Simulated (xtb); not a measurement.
xtb input:

```bash
xtb mol.xyz --gfn 2 --ohess tight --chrg -1 --uhf 0
```
mol.xyz:
```
5

Sn    -0.63204208     0.30153677    -0.16909574
O      1.22307740     0.14126964     0.46413994
H     -1.50943829     0.08292723     1.22181315
H     -0.92378243    -0.86390490    -1.28000928
H      1.88891404     0.27192535    -0.18727556
```

Problem. What final total energy does it print?

Solution. -7.93545 Eh (GFN2-xTB).

It need not be the lowest isomer of its formula. Whether it binds its extra electron was not tested at this geometry.
